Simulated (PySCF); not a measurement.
Species: C₂H₁₂N₂Si₂.
Geometry (GFN2-xTB, Å), atoms numbered from 1 in this order:
```xyz
18
C2H12N2Si2 angstrom
C      2.1122   -0.9197   -0.3151
N      1.0543   -0.7810    0.6536
Si    -0.4503    0.0050    0.3210
C     -1.6065   -0.9167   -0.8952
N     -1.2486   -0.1538    1.8558
Si     0.0319    2.1409   -0.4371
H      1.9722   -1.7822   -0.9788
H      2.1484   -0.0218   -0.9304
H      3.0749   -1.0306    0.1895
H      1.0259   -1.5651    1.2888
H     -2.5034   -0.3434   -1.1114
H     -1.1070   -1.1020   -1.8422
H     -1.9200   -1.8770   -0.4953
H     -2.2250    0.0866    1.8960
H     -0.7814    0.2185    2.6667
H     -1.0855    3.0714   -0.2171
H      0.3132    2.2077   -1.8780
H      1.1860    2.7696    0.2173
```

Method: PySCF, TDDFT CAM-B3LYP/def2-SVPD, vertical, gas phase, core orbitals frozen in the response.

Transition dipole moments from the ground state, in atomic units and in the frame of the coordinates above (overall signs are arbitrary), for the states with f of 0.002 or more among the lowest 8:

```
state  E (hartree)      μx      μy      μz
   S2       0.2260   0.087   0.314  -0.161
   S3       0.2361   0.202   0.292  -0.304
   S4       0.2386  -0.450  -0.179  -0.212
   S5       0.2524  -0.227   0.275   0.183
   S6       0.2607   0.006  -0.311  -0.195
   S7       0.2637   0.021   0.281   0.184
   S8       0.2715  -0.229  -0.577  -0.070
```

Q: What oscillator strength does each state have?

A: f = (2/3) ΔE |μ|² with ΔE in hartree (27.2114 eV).

```csv
state,|μ|² (au),|μ| (D),f
S2,0.132,0.92,0.020
S3,0.219,1.19,0.034
S4,0.280,1.34,0.045
S5,0.161,1.02,0.027
S6,0.135,0.93,0.023
S7,0.113,0.86,0.020
S8,0.390,1.59,0.071
```

Q: Which bond between heavy atoms lies closest to the direction of the S8 transition dipole?

A: Si3–Si6, at 27° from it; next Si3–C4 at 42°.

Q: What angle do the transition dipoles of S4 and S7 make?

A: |cos θ| = |μa·μb| / (|μa| |μb|) = 0.55, so θ ≈ 56° (taken between 0 and 90°, since the signs are arbitrary).

Q: What peak molar absorption coefficient would the strongest computed level give as a lone Gaussian band 0.4 eV wide at half height?

A: ε(max) = 2.175×10⁸ f / FWHM, with the width in cm⁻¹. S8: 2.175×10⁸ × 0.0706 / 3226 ≈ 4800 L mol⁻¹ cm⁻¹.

One conformer stands for the species.

Without π bonds the low states may be Rydberg-like; a valence basis with one diffuse set may place them up to an eV too high.
